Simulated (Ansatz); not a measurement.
This geometry of BF2H4N (8 atoms, charge 0, multiplicity 1) is a first-order saddle point.

All numbers below come from RKS LDA/def2-SVP (Ansatz 0.2.0).

```xyz
8
Properties=species:S:1:pos:R:3
B 0.138 -0.359 0.116
H -0.317 0.334 1.303
F 1.401 0.057 -0.072
F -0.774 -0.072 -0.828
N 0.014 -1.777 0.699
H -0.718 -2.376 0.298
H 0.895 -2.275 0.880
H -0.322 -0.696 1.472
```

Problem. Which two structures does it join? (They come from a converged band through this point; their orientation in space is the band's.)

Solution. Bonds broken: B1–H2, N5–H8. Bonds formed: H2–H8. BF2H4N becomes BF2H2N + H2.

Image 0:

```xyz
8
Properties=species:S:1:pos:R:3
B 0.023 -0.120 0.168
H -0.642 0.575 0.954
F 1.358 0.189 0.100
F -0.548 -0.322 -1.062
N 0.026 -1.628 0.828
H -0.935 -2.003 0.878
H 0.600 -2.244 0.224
H 0.434 -1.610 1.777
```

Image 6:

```xyz
8
Properties=species:S:1:pos:R:3
B 0.341 -0.624 -0.581
H -0.622 0.017 2.838
F 1.551 -0.093 -0.685
F -0.634 -0.085 -1.300
N 0.100 -1.713 0.258
H -0.822 -2.142 0.345
H 0.839 -2.149 0.812
H -0.437 -0.375 2.182
```

Problem. How far does it lie above each of them?

Solution. 29.2 kcal/mol above the first and 27.6 kcal/mol above the second. This is the barrier of this one path; another mechanism may lie lower. The orbitals stay closed-shell, which can raise the energy where a bond breaks towards radicals; this wasn't checked here.

The run took 64 s on 1 thread of Arm Neoverse V2 (shared host), peak memory 0.13 GiB.
